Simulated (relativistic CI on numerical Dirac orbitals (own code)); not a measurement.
## Calculated levels, Ru¹²⁺

Method of calculation: Dirac-Coulomb-Breit CI, KLI orbitals optimised for each configuration, QED by a radiative potential, unscaled Slater integrals (own radial code, finite nucleus).

Configurations in the expansion (outside the closed core [Ar] 3d10): 4s2.4p2, 4s.4p3, 4p4, 4s2.4p.4d, 4s.4p2.4d, 4s2.4p.4f, 4s.4p2.4f, 4p3.4d, 4s.4p.4d2, 4s2.4p.5s, 4s2.4d.4f, 4s2.4p.5p, 4p3.4f, 4p3.5s, 4s.4p2.5s, 4s2.4p.5d, 4s.4p.4d.5s, 4s.4p2.5p, 4s2.4f.5s, 4s2.4p.5f, 4s2.4p.6s, 4p2.4d.4f, 4s2.4p.5g, 4s2.4p.6p, 4s.4p2.5d, 4s.4p.4f2, 4s.4p.5s2, 4s2.4d2, 4s.4d3, 4s.4d2.4f, 4p2.4d2, 4p.4d3, 4p.4d2.4f, 4p.4d2.5s, 4s2.4f2, 4s.4d.4f2, 4s.4f3, 4s2.4d.5s, 4s.4d2.5s, 4s.4d.4f.5s, 4p2.4f2, 4p.4d.4f2, 4p.4f3, 4p.4f2.5s, 4s.4p.4d.4f, 4s2.5s2, 4s.4d.5s2, 4s.4f.5s2, 4p2.4d.5s, 4p.4d.4f.5s, 4p.4d.5s2, 4s.4p.4f.5s, 4s.4f2.5s. Double excitations out of closed p, d and f shells are left out; levels of such configurations are missing from the list, as are those of other unlisted configurations, and high levels can miss mixing partners. These lack a partner that the ground configuration has and come out too high: 4s.4p2.5p, 4s.4p2.5d, 4s2.4p.5p, 4s2.4p.5d, 4s2.4p.5f.

The lowest level is 4s2.4p2 3P_0, with 86 % of that term; Hund's rules for 4s2.4p2 give 3P with J = 0, in agreement.

```csv
No.,Configuration,Term,J,E (cm⁻¹),%,Next component (%),Lifetime (s)
1,4s2.4p2,3P,0,0,86,11 1S,
2,4s2.4p2,3P,1,25241,98,1 4s.4p2.4d 3P,3.93e-03
3,4s2.4p2,3P,2,37047,63,35 1D,6.59e-02
4,4s2.4p2,1D,2,73641,63,35 3P,1.00e-03
5,4s2.4p2,1S,0,108687,85,12 3P,2.67e-04
6,4s.4p3,5S°,2,236174,92,6 3P°,5.11e-09
7,4s.4p3,3D°,1,293785,76,13 3P°,1.89e-10
8,4s.4p3,3D°,2,295754,74,15 3P°,2.78e-10
9,4s.4p3,3D°,3,305905,92,6 4s2.4p.4d 3D°,3.51e-10
10,4s.4p3,3P°,0,335957,93,5 4s2.4p.4d 3P°,1.17e-10
11,4s.4p3,3P°,1,339776,78,12 3D°,1.04e-10
12,4s.4p3,3P°,2,343842,55,16 3D°,1.13e-10
13,4s.4p3,1D°,2,381351,58,20 4s2.4p.4d 1D°,6.73e-11
14,4s.4p3,3S°,1,398516,60,32 1P°,1.29e-11
15,4s.4p3,1P°,1,438820,56,33 3S°,1.47e-11
16,4s2.4p.4d,3F°,2,447337,92,3 4s.4p3 1D°,1.65e-10
17,4s2.4p.4d,3F°,3,461958,93,2 3D°,2.05e-10
18,4s2.4p.4d,3F°,4,485191,97,1 4p3.4d 3F°,1.49e-03
19,4s2.4p.4d,3P°,2,490655,43,29 1D°,1.05e-11
20,4s2.4p.4d,3D°,1,501685,50,34 3P°,7.33e-12
21,4s2.4p.4d,1D°,2,516545,40,22 3D°,9.08e-12
22,4s2.4p.4d,3P°,0,522472,92,5 4s.4p3 3P°,1.01e-11
23,4s2.4p.4d,3P°,1,527324,55,35 3D°,8.18e-12
24,4s2.4p.4d,3D°,3,530139,83,6 4s.4p3 3D°,6.84e-12
25,4s2.4p.4d,3D°,2,532206,55,31 3P°,7.77e-12
26,4s2.4p.4d,1F°,3,569699,90,5 3D°,5.89e-12
27,4s2.4p.4d,1P°,1,577860,84,5 4s.4p3 1P°,8.61e-12
28,4p4,3P,2,597715,58,18 1D,5.44e-11
29,4p4,3P,0,624469,60,18 4s.4p2.4d 3P,4.40e-11
30,4p4,3P,1,628812,72,25 4s.4p2.4d 3P,4.68e-11
31,4p4,1D,2,636471,57,18 4s.4p2.4d 1D,7.38e-11
32,4s.4p2.4d,5F,1,653549,90,4 3D,8.99e-10
33,4s.4p2.4d,5F,2,657955,83,12 5D,6.91e-10
34,4s.4p2.4d,5F,3,665679,77,19 5D,5.90e-10
35,4s.4p2.4d,5F,4,677949,83,15 5D,8.13e-09
36,4s.4p2.4d,5D,0,680117,95,3 3P,6.27e-10
37,4s.4p2.4d,5D,1,681922,90,5 5F,3.10e-10
38,4s.4p2.4d,5D,2,683793,74,13 5F,1.92e-10
39,4s.4p2.4d,5D,3,686605,60,19 5F,1.60e-10
40,4s.4p2.4d,5F,5,691703,94,6 3G,7.45e-09
41,4s.4p2.4d,5D,4,693337,65,21 3F,3.26e-09
42,4p4,1S,0,701724,57,16 4s.4p2.4d 1S,5.60e-11
43,4s.4p2.4d,3F,2,702884,88,4 5D,2.47e-10
44,4s.4p2.4d,3F,3,713597,77,9 5D,1.32e-10
45,4s.4p2.4d,5P,3,727908,83,9 5D,8.00e-12
```

Energies count from the lowest computed level; ° marks odd parity; lifetimes are radiative, by E1, M1, E2, M2, E3 decay to levels of this space only.

The mean weight of the leading LS term, summed over parents, in these 45 levels is 75 %, and that of the leading jj configuration (from the same eigenvectors) 65 %.

At this charge energies of transitions that change n are usually good to better than 1 %, and those within a shell (Δn = 0) to a few per cent.

LS names give the leading component of a level, which can be under half, so a name can repeat, a term be missing and a line seem to break the LS rules.
